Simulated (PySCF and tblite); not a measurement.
C₉H₁₂O, numbered as in [CH3:1][CH2:2][CH2:3][O:4][c:5]1[cH:6][cH:7][cH:8][cH:9][cH:10]1.

The ensemble was built from 150 distance-geometry starts (ETKDG and KDG, MMFF94s, GFN2-xTB) and rests on PBE0-D3(BJ)/def2-SVP geometries. Free energies are CAM-B3LYP-D3(BJ)/def2-SVPD (IEF-PCM, chloroform) single points with GFN2-xTB rigid-rotor and vibrational terms (modes under about 100 cm⁻¹ blended into free rotors). Symmetry numbers and mirror images are counted. Conformers within 3 kcal/mol (GFN2-xTB free energy) were kept, 6 at most. GIAO shieldings: PBE0/pcSseg-1 (IEF-PCM, chloroform). Shifts are against TMS (¹H), TMS (¹³C) at the same level. (PySCF 2.14, tblite 0.8.)

Torsions listed: C1–C2–C3–O4, C2–C3–O4–C5, C3–O4–C5–C6. Of a mirror pair one member is shown.

```
conformer             shape  weight %  dipole D
        1    62°, -179°, 0°      59.7      1.69
        2    180°, 180°, 0°      25.6      1.72
        3      58°, 77°, 7°       8.4      1.82
        4  178°, 80°, -178°       6.3      1.87
```

(1) How do the computed shifts compare with measured ones?

## Answers

(1) 
```csv
nucleus,signal,leading conformer,average,measured,medium
¹H,H1,1.15,1.10,1.05,not stated per compound (mostly CDCl3 or CCl4)
¹H,H2,1.73,1.72,1.7,not stated per compound (mostly CDCl3 or CCl4)
¹H,H3,3.70,3.73,3.86,not stated per compound (mostly CDCl3 or CCl4)
¹³C,C1,13.2,12.4,10.6,not stated per compound (mostly CDCl3 or CCl4)
¹³C,C2,26.1,25.6,22.8,not stated per compound (mostly CDCl3 or CCl4)
¹³C,C3,68.7,69.0,69.4,not stated per compound (mostly CDCl3 or CCl4)
```

Measured values: Pretsch, Buehlmann, Badertscher, Structure Determination of Organic Compounds, 4th ed. (2009). Mean difference for ¹H: -0.02 ppm, scatter 0.08 ppm. Mean difference for ¹³C: 1.40 ppm, scatter 1.34 ppm. The computed shifts are unscaled and lack vibrational corrections.
